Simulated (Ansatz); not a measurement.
Wavefunction ladder for `[CH3][Sn][Br]`

```xyz
6

C    -0.2994    0.3319   -0.5567
Sn    1.5232    0.2388    0.6328
Br    0.6411   -1.5690    2.1780
H    -1.1453    0.5669    0.0950
H    -0.4889   -0.6493   -1.0008
H    -0.2308    1.0808   -1.3483
```

Total charge 0; spin multiplicity 1. Correlated methods include outer-core shells of Br, Sn, which these sets cover unevenly. Scalar relativity is left out up to krypton. Sn takes the def2 core potential. All single points use the PBE0-D4/def2-TZVP geometry. Frozen core, restricted reference, the Gaussian-basis code of Ansatz.

```json
{"basis": "def2-SVP", "HF (Eh)": "-2825.08294", "MP2 corr.": "-0.46565", "CCSD corr.": "-0.49394", "(T)": "-0.01337", "CCSD(T) total": "-2825.59025"}
{"basis": "def2-TZVPP", "HF (Eh)": "-2825.45286", "MP2 corr.": "?", "CCSD corr.": "?", "(T)": "?", "CCSD(T) total": "?"}
{"basis": "def2-QZVPP", "HF (Eh)": "-2825.50597", "MP2 corr.": "?", "CCSD corr.": "–", "(T)": "–", "CCSD(T) total": "–"}
```

Task: Fill in the withheld values. (An estimate is asked.)

Result: The calculation gave: def2-TZVPP MP2 corr.: -0.75981; def2-TZVPP CCSD corr.: -0.77109; def2-TZVPP (T): -0.02654; def2-TZVPP CCSD(T) total: -2826.25049; def2-QZVPP MP2 corr.: -1.30227.
